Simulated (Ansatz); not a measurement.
Geometry optimisation, UKS PBE/def2-SVP (Ansatz).

Input:

```yaml
crystal:
  periodic: [false, false, false]
  atoms:
    - { symbol: Zr, position_ang: [0.016225, 0.024962, -0.142301] }
    - { symbol: Cl, position_ang: [0.208791, 0.219345, 2.32205] }
    - { symbol: Cl, position_ang: [2.143166, -0.114982, -1.130342] }
    - { symbol: Cl, position_ang: [-1.145843, 1.874241, -1.006622] }
    - { symbol: O, position_ang: [-0.95518, -1.548122, -0.541954] }
    - { symbol: H, position_ang: [-1.487421, -2.333912, -0.737932] }
    - { symbol: Si, position_ang: [0.002927, 0.025154, 5.643435] }
    - { symbol: H, position_ang: [-0.758475, -1.189983, 6.105259] }
    - { symbol: H, position_ang: [1.430704, -0.029948, 6.117851] }
    - { symbol: H, position_ang: [-0.669995, 1.285646, 6.118157] }
magnetization:
  spin_polarized: true
  initial_magnetization: 1
basis:
  gaussian: { orbitals: def2-SVP }
hamiltonian:
  xc: pbe
relax:
  f_tol: 0.03
  max_steps: 50
output:
  orbitals: {}
```

Command:

```bash
$ ansatz run input.yaml --threads 4 --pin off --max-ram 5120MiB --backend cpu --events-out ev --progress --plain --runs-dir out
```

Problem. Where does it end, and by what steps?

Solution. The forces met the threshold. The force dipped under the threshold on the way, but the program's further checks kept it going. After 6 steps the energy has fallen by 0.106 eV; Cl2 moved furthest, 0.28 Å.

```tsv
step	energy less start (eV)	largest force component (eV/Å)	accepted
0	0.0000	1.310	yes
1	-0.0683	0.937	yes
2	-0.0665	0.823	no
3	-0.0931	0.316	yes
4	-0.1035	0.022	yes
5	-0.1053	0.013	yes
6	-0.1057	0.010	yes
```

```xyz
10
Properties=species:S:1:pos:R:3
Zr 0.012 0.022 -0.293
Cl 0.230 0.232 2.045
Cl 2.140 -0.129 -1.290
Cl -1.155 1.875 -1.159
O -0.963 -1.555 -0.678
H -1.486 -2.347 -0.872
Si 0.002 0.030 5.903
H -0.759 -1.185 6.363
H 1.434 -0.024 6.361
H -0.669 1.295 6.367
```

Whether the end is a true minimum wasn't checked by a vibrational analysis.

Time of the run: 17 s on 4 threads of Intel(R) Xeon(R) Platinum 8488C (Sapphire Rapids), with other jobs on the host, peak memory 0.29 GiB.
